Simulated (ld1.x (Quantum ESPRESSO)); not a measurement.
**Before and after: TM potential for Sb (Z = 51)**

- Element: Sb
- Generator: ld1.x (Quantum ESPRESSO) 7.5
- Type: norm-conserving Troullier–Martins (Kleinman–Bylander form)
- Functional: PBEsol
- Relativity: scalar-relativistic
- Frozen core: [Kr] 4d10
- Valence charge: 5
- Reference configuration: 5s2 5p3
- Partial waves: 5s (bound): rc 1.45 bohr; 5d channel at 0.1 Ry: rc 1.50 bohr; 5p (bound): rc 1.90 bohr
- Local potential: the p channel
- Core correction: none

Change: wave 5p (bound): rc 1.90 bohr becomes 5p (bound): rc 1.62 bohr.

Cutoffs: the cutoffs (Ry, on a coarse ladder) from which the occupation-weighted sum of valence levels, in a spherical-Bessel basis at the reference potential, stays within 10 and 1 mRy of its value at 400 Ry; they do not see the model core or the augmentation charge, which bear on the density cutoff. Errors are all-electron minus pseudo energies relative to the spin-unpolarised reference configuration.

What does the change do?

The potential gets harder (35 Ry and 160 Ry → 55 Ry and 160 Ry); the bound ghost in s disappears; the number of tests that count goes from 6 to 7; of the 6 tests that both files solve, the error grows in 0 and shrinks in 6 by more than 15 % and 0.3 meV (median size 211.8 → 13.2 meV). A smaller radius makes the pseudo-wave follow the all-electron one further in, where it bends more sharply, so more plane waves are needed. Less of the atom is replaced, so other configurations are described better.

| quantity | base | changed |
| --- | --- | --- |
| cutoff, loose | 35 Ry | 55 Ry |
| cutoff, tight | 160 Ry | 160 Ry |
| loose cutoff by channel (10 mRy a level) | s 25 Ry, p 8 Ry | s 35 Ry, p 35 Ry |
| bound ghosts | s | none |
| tests counted (converged, no solver errors) | 6 of 7 | 7 of 7 |
| error for 5s2 5p2, meV [ΔE 8.34 eV] | +128 | -3.7 |
| error for 5s2 5p1, meV [ΔE 24.36 eV] | +598 | -23 |
| error for 5s2 5p0, meV [ΔE 48.80 eV] | +2271 | -71 |
| error for 5s2 5p2.5, meV [ΔE 3.27 eV] | +39 | -1.0 |
| error for 5s1 5p3, meV [ΔE 17.11 eV] | +295 | +25 |
| error for 5s2 5p3.3, meV [ΔE -1.16 eV] | +2.8 | +0.2 |

Base: Tests not counted: 5s1 5p0 (solver errors, printed error +7.0 eV). These tests converged, but a pseudo level misses the all-electron one widely, so the file describes the atom poorly there or has found another state: 5s2 5p0: 5s by 3.5 eV. ld1.x printed “convergence not achieved” for 6 of the counted tests; their residual had stalled under 1e-8, short of the target of 1e-14. Changed file: ld1.x printed “convergence not achieved” for 7 of the counted tests; their residual had stalled under 1e-8, short of the target of 1e-14. A true bound ghost makes a file unfit for plane-wave use even where its test errors are small: the radial tests pick states by their node count and pass the ghost by. Where a test does run into it, the solver fails or the error is huge.
